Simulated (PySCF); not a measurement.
How methods differ on the fine-structure interval of Mn(6+)

Mn(6+) [Ar] 3d1 [3d3/2^1, M_J = 3/2] → Mn(6+) [Ar] 3d1 [3d5/2^1, M_J = 5/2], as a difference of total energies. All numbers are calculated (PySCF 2.14, the two-component X2C-1e Hamiltonian, in an even-tempered Gaussian basis (18 s from 0.27 bohr⁻², ratio 2.8; 12 p from 0.35 bohr⁻², ratio 2.8; 8 d from 0.35 bohr⁻², ratio 2.8; 4 f from 0.98 bohr⁻², ratio 3)). Correlated levels: [Ne] frozen; the 72 highest virtual spinors dropped. "Screened" scales the spin-orbit matrix elements by Boettger's factors to mimic the two-electron term; Breit and QED terms are absent.

```json
{"method": "GHF (screened spin-orbit)", "fine-structure interval (cm⁻¹)": "1562.4"}
{"method": "GMP2 (screened spin-orbit)", "fine-structure interval (cm⁻¹)": "1248.1"}
{"method": "GHF (bare spin-orbit)", "fine-structure interval (cm⁻¹)": "2500.6"}
```

GHF and GMP2 differ strongly here because the two determinants are spin-polarised to different degrees; the interval is a small difference of such terms.
